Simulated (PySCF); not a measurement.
**Working out the excitation energy of O**

O [He] 2s2 2p4 (3P) → O [He] 2s1 2p5 (3P). Computed with PySCF 2.14 in x2c-TZVPPall (5s3p2d1f, 31 functions), with scalar relativity by spin-free X2C-1e. Frozen: nothing. Energies in hartree (1 hartree = 27.21139 eV):

```json
{"part": "UHF", "O (lower)": "-74.867874", "O (upper)": "-74.246056"}
{"part": "CCSD correlation", "O (lower)": "-0.176821", "O (upper)": "-0.217275"}
{"part": "(T)", "O (lower)": "-0.002933", "O (upper)": "-0.006191"}
```

Q: What does Hartree-Fock give?

A: (-74.246056) − (-74.867874) = 0.621818 hartree = 16.921 eV.

Q: What do CCSD and CCSD(T) give?

A: The CCSD correlation energies differ by -0.040454 hartree = -1.101 eV and the triples by -0.003258 hartree = -0.089 eV, so CCSD gives 15.820 eV and CCSD(T) 15.731 eV.

The upper state lies above the first ionisation limit, where it may autoionise and the basis confines it.
